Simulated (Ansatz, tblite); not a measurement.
Forces on MoOF₄ at its PBE-D4/def2-SVP geometry. The state is a singlet with charge 0.

In the def2 sets Mo takes a core potential; there is no spin–orbit coupling. The xTB rows come from tblite.

GFN1-xTB (tblite), largest force 1.91 eV/Å:

```xyz
6
positions Å, forces eV/Å
Mo    0.015   -0.004    0.040   -0.191    0.053   -0.524
O     0.582   -0.162    1.599   -0.339    0.094   -0.931
F     1.122    1.255   -0.749   -1.197   -1.305    0.719
F    -1.252    1.346    0.124    1.285   -1.401   -0.194
F    -1.420   -1.172   -0.070    1.461    1.232    0.009
F     0.954   -1.263   -0.943   -1.021    1.327    0.921
```

GFN2-xTB (tblite), largest force 1.45 eV/Å:

```
Mo 0.021 -0.006 0.058
O -0.439 0.122 -1.208
F -0.905 -0.992 0.557
F 0.980 -1.065 -0.136
F 1.114 0.934 0.018
F -0.771 1.007 0.711
```

LDA (SPW92)/def2-TZVP (Ansatz), largest force 0.71 eV/Å:

```
Mo -0.024 0.007 -0.065
O -0.208 0.058 -0.572
F -0.433 -0.484 0.290
F 0.484 -0.520 -0.047
F 0.549 0.452 0.028
F -0.368 0.488 0.365
```
